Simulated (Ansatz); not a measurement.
Start from `O/C=C/[SiH2]Cl` and change one atom or group to get `O/C=C/[SiH3]`.

Ansatz, PBE0-D4/def2-TZVP geometries, multiplicity 1. Each molecule was computed in one conformer, which needn't be the lowest.

```csv
property,`O/C=C/[SiH2]Cl`
LUMO energy (ωB97M-V/def2-TZVPP) / eV,1.72
LUMO energy (B3LYP/def2-TZVPP) / eV,-0.54
HOMO energy (PBE0/def2-TZVPP) / eV,-7.34
HOMO energy (PBE/def2-TZVPP) / eV,-6.16
HOMO–LUMO gap (ωB97M-V/def2-TZVPP) / eV,11.25
HOMO energy (B3LYP/def2-TZVPP) / eV,-7.10
```

Task: Give the same properties after the change, and the shifts. (Estimate.)

Result: Ansatz gave: 
```
                               property  `O/C=C/[SiH3]`  shift
  LUMO energy (ωB97M-V/def2-TZVPP) / eV            2.27   0.55
    LUMO energy (B3LYP/def2-TZVPP) / eV           -0.08   0.46
     HOMO energy (PBE0/def2-TZVPP) / eV           -7.08   0.26
      HOMO energy (PBE/def2-TZVPP) / eV           -5.90   0.26
HOMO–LUMO gap (ωB97M-V/def2-TZVPP) / eV           11.55   0.30
    HOMO energy (B3LYP/def2-TZVPP) / eV           -6.86   0.24
```

With PBE0 the HOMO rises by 0.26 eV and the LUMO rises by 0.48 eV, so the gap widens by about 0.22 eV. PBE moves the HOMO by 0.26 eV and ωB97M-V by 0.26 eV.

B3LYP here is the variant with VWN-RPA as its local correlation; programs differ in this.
